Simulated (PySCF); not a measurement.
## Hg⁴⁸⁺: ionisation energy

Hg⁴⁸⁺ [Ar] 3d10 4s2 4p2 [4p1/2^2, M_J = 0] → Hg⁴⁹⁺ [Ar] 3d10 4s2 4p1 [4p1/2^1, M_J = 1/2], as a difference of total energies. Computed with PySCF 2.14 in an even-tempered Gaussian basis (16 s from 6.8 bohr⁻², ratio 2.8; 13 p from 8.9 bohr⁻², ratio 2.8; 8 d from 16 bohr⁻², ratio 2.8; 4 f from 38 bohr⁻², ratio 3), with the two-component X2C-1e Hamiltonian. Correlated levels: [Ne] frozen; the 72 highest virtual spinors dropped. "Screened" scales the spin-orbit matrix elements by Boettger's factors to mimic the two-electron term; Breit and QED terms are absent.

Order these methods by the ionisation energy they give, lowest first.
A. GHF (screened spin-orbit)
B. GHF (spin-free)
C. GMP2 (screened spin-orbit)
D. GMP2 (spin-free)

B (2641.5 eV), D (2642.7 eV), A (2738.3 eV), C (2739.9 eV).

Breit and QED terms and the two-electron picture change are absent.

The spin-free rows relax to the high-spin LS determinant and lack the spin-orbit shift.

The labels give the starting determinants; with spin-orbit coupling the two ends relaxed to ⟨J²⟩ = 0.00, ⟨L²⟩ = 1.39, ⟨S²⟩ = 1.39 and ⟨J²⟩ = 0.75, ⟨L²⟩ = 2.08, ⟨S²⟩ = 0.82.

For comparison: 2745 ± 4 eV (theoretical estimate listed by NIST; NIST Atomic Spectra Database, ionization energies).
